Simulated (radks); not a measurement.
The numbers below are computed, except where a source is named.
Problem. Sb2+, configuration [Kr] 4d10 5s2 5p1. Level of theory: scalar-relativistic Kohn-Sham, PBE, spin-polarised, spherical densities, finite nucleus; open shells are filled with parallel spins first (spin-orbit coupling, left out, can overturn this in heavy ions); Fermi nuclear charge, rms radius 4.6802 fm (a radial shooting solver on a logarithmic mesh with Libxc functionals). Some entries of the table are withheld. Estimate them.

orbital,occ.,eigenvalue (hartree),r(max) (bohr),<r> (bohr)
1s up,1,-1114.328,0.01835,0.02842
1s down,1,-1114.327,0.01835,0.02842
2s up,1,-170.1478,0.1037,0.1226
2s down,1,-170.1475,0.1037,0.1226
2p up,3,-152.8251,0.08305,0.1071
2p down,3,-152.8243,0.08305,0.1071
3s up,1,-33.90491,0.2999,0.3305
3s down,1,-33.90404,0.2999,0.3305
3p up,3,-28.25731,0.2934,0.3287
3p down,3,-28.25630,0.2934,0.3287
3d up,5,-19.63839,0.2443,0.3054
3d down,5,-19.63747,0.2443,0.3054
4s up,1,-6.14712,0.7227,0.7907
4s down,1,-6.14493,0.7227,0.7907
4p up,3,-4.41832,0.7624,0.8521
4p down,3,-4.41587,0.7624,0.8518
4d up,5,-1.90746,(1),1.027
4d down,5,-1.90216,(2),1.023
5s up,1,-1.09602,1.850,2.091
5s down,1,-1.06331,1.837,2.084
5p up,1,-0.75388,2.172,2.491
5p down,0,-0.71900,2.163,2.498

Solution. 
(1) 4d up r(max) (bohr): 0.8466
(2) 4d down r(max) (bohr): 0.8464
